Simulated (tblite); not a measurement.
Run record: tight-binding relaxation, `F[C@@H]1OB(Cl)O[C@@H]1C(F)(F)F`.

Computed with GFN2-xTB geometry optimisation, gas phase (tblite 0.8.0). Start geometry: from a force field or distance geometry. The command runs a driver script over a list of jobs; the input below is this job's line of settings and its coordinates in Å.

Command:
```bash
OMP_NUM_THREADS=1 python probes_run.py task.json out
```

Input:
```
{"job": {"kind": "relax", "xc": "GFN2-xTB", "basis": "xTB"}, "charge": 0, "multiplicity": 1}
F      0.558800    -0.000300    -1.628800
C      0.379200     0.910900    -0.615100
O      1.623500     1.167100     0.024900
B      1.901100    -0.143800     0.575400
Cl     3.259200    -1.216600    -0.072500
O      0.632600    -0.654100     1.096800
C     -0.317100     0.186400     0.527800
C     -1.508000    -0.572600     0.009300
F     -2.109600    -1.214200     1.057600
F     -2.440200     0.326900    -0.481500
F     -1.155900    -1.517200    -0.927000
H     -0.157500     1.805900    -0.882600
H     -0.670400     0.922000     1.297800
```

Output:
```
step      E/eV     max force
  0   -1098.15521    2.525
  1   -1098.55371    2.036
  2   -1098.84643    1.203
  3   -1098.93873    0.756
  4   -1099.01795    0.932
  5   -1099.05041    0.843
  6   -1099.13634    0.671
  7   -1099.19977    0.992
  8   -1099.28865    1.084
  9   -1099.35420    0.643
... (38 lines left out)
 48   -1099.69010    0.025
 49   -1099.69018    0.029
 50   -1099.69028    0.030
 51   -1099.69037    0.025
 52   -1099.69047    0.023
 53   -1099.69057    0.026
 54   -1099.69066    0.021
 55   -1099.69072    0.013
 56   -1099.69074    0.010
 57   -1099.69075    0.009
```

«max force» is the largest atomic force in eV/Å.

**Question.** From which step on does the largest force stay under 0.1 eV/Å, and how much energy is left to gain from there?

**Answer.** From step 22 (0.091 eV/Å), 21.4 meV above the end.

Main results: energy lowered by 35.4 kcal/mol over 57 steps; largest atomic force 0.009 eV/Å at the end.

**Question.** Give the final coordinates.

**Answer.** 0.459 Å rms from the input after alignment:
```
atom  x, y, z in Å
F1    -0.1263    0.6264   -1.8597
C2     0.3744    1.0057   -0.6525
O3     1.7042    0.6492   -0.5791
B4     1.8654   -0.3411    0.3636
Cl5    3.3270   -1.0960    0.7009
O6     0.6973   -0.5862    1.0395
C7    -0.3183    0.2250    0.5096
C8    -1.4840   -0.6617    0.0400
F9    -2.0657   -1.2567    1.0845
F10   -2.4300    0.0648   -0.5634
F11   -1.1006   -1.6182   -0.7962
H12    0.2544    2.0948   -0.5936
H13   -0.7022    0.8944    1.2888
```

Hardware: one thread, Intel Xeon 6975P-C (x86_64), no GPU, shared host with 192 logical CPUs at a one-minute load of 93. Cost: 0.37 s wall.
Labels such as C1 count atoms from 1, the log's own numbers from 0.
